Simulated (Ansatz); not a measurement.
The cluster Ag2Ge (the lowest singlet isomer of a short search) was relaxed with PBE0-D4 (def2-TZVP) in Ansatz in these states: neutral quintet, neutral singlet, neutral triplet. The geometries follow in no particular order.

In the def2 sets Ag takes a core potential; there is no spin–orbit coupling.

A:

Cartesian coordinates in Å:
```
Ag -0.063 1.395 0.759
Ag -0.663 -0.256 -1.421
Ge 0.726 -1.139 0.663
```

B:

```xyz
3

Ag   -0.450    1.579   -0.093
Ag    0.954   -0.843    1.041
Ge   -0.505   -0.737   -0.948
```

C:

```xyz
3

Ag   -0.3366    1.3117    0.7034
Ag    0.7246   -0.0537   -1.3418
Ge   -0.3880   -1.2579    0.6385
```

Judge from the bond lengths which geometry belongs to which state (an estimate).

A is the neutral quintet (Ag1–Ag2 2.799 Å, Ag2–Ge3 2.656 Å, Ag1–Ge3 2.656 Å); B is the neutral singlet (Ag1–Ag2 3.021 Å, Ag2–Ge3 2.469 Å, Ag1–Ge3 2.469 Å); C is the neutral triplet (Ag1–Ag2 2.678 Å, Ag2–Ge3 2.571 Å, Ag1–Ge3 2.571 Å).

At PBE0-D4/def2-TZVP a singlet lies 2.44 eV below the neutral quintet. At PBE0-D4/def2-TZVP a singlet lies 0.26 eV below the neutral triplet. These are the stationary points nearest to one start from a short search; other shapes may lie lower in each state.
